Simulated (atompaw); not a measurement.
## germanium: one change to a PAW (atompaw) potential, before and after

Ge (Z = 32), PAW, made with atompaw 4.2.0.5 (PBE, scalar-relativistic). Core [Ar], reference 3d10 4s2 4p2. Waves: 4s (bound): rc 1.65 bohr; 4s channel at 2.7 Ry: rc 1.65 bohr; 4p (bound): rc 1.65 bohr; 4p channel at 1.75 Ry: rc 1.65 bohr; 3d (bound): rc 0.90 bohr; 3d channel at 1.55 Ry: rc 0.90 bohr. Local part: bessel scheme, radius 1.35 bohr. Core correction: smooth core density matched at 0.90 bohr. Augmentation charge: sinc compensation charge, radius 1.40 bohr; PAW radius 1.65 bohr; waves and projectors: custom polynom gramschmidtortho.

All-electron outer shells of the reference configuration (PBE, scalar-relativistic, ld1.x):

| shell | level (eV) | outermost node (bohr) | outermost maximum (bohr) |
| --- | --- | --- | --- |
| 3s | -168.49 | 0.26 | 0.54 |
| 3p | -115.62 | 0.23 | 0.54 |
| 3d | -29.31 | – | 0.50 |
| 4s | -11.73 | 0.77 | 1.75 |
| 4p | -3.90 | 0.82 | 2.22 |

Change: local potential bessel scheme, radius 1.16 bohr.

Cutoffs: the cutoffs (Ry, on a coarse ladder) from which the occupation-weighted sum of valence levels, in a spherical-Bessel basis at the reference potential, stays within 10 and 1 mRy of its value at 400 Ry; they do not see the model core or the augmentation charge, which bear on the density cutoff.

What does the change do?

A bound ghost appears in p, s, which as a rule spoils a file; the range in which the s phases agree widens (upper end 3.3 → at the end of the scan). A state that the projectors do not describe sees the local part alone, so a deeper or shallower local part can create or remove a ghost.

```tsv
quantity	base	changed
cutoff, loose	200 Ry	200 Ry
cutoff, tight	over 300 Ry	over 300 Ry
loose cutoff by channel (10 mRy a level)	s 12 Ry, p 6 Ry, d 110 Ry	s 8 Ry, p 6 Ry, d 110 Ry
bound ghosts	none	s, p
s: phases at 1.66 bohr within 0.05 rad from the reference energy up to (Ry; the scan ends near 5)	3.3	to the end of the scan
p: phases at 1.66 bohr within 0.05 rad from the reference energy up to (Ry; the scan ends near 5)	to the end of the scan	n/a
d: phases at 1.66 bohr within 0.05 rad from the reference energy up to (Ry; the scan ends near 5)	to the end of the scan	to the end of the scan
lowest overlap eigenvalue by channel	s 0.19, p 0.56, d 0.99	s 0.15, p 0.56, d 0.99
```

 A true bound ghost makes a file unfit for plane-wave use even where its test errors are small: the radial tests pick states by their node count and pass the ghost by. The cutoffs see the waves, projectors and local potential, not the compensation charge or the core.
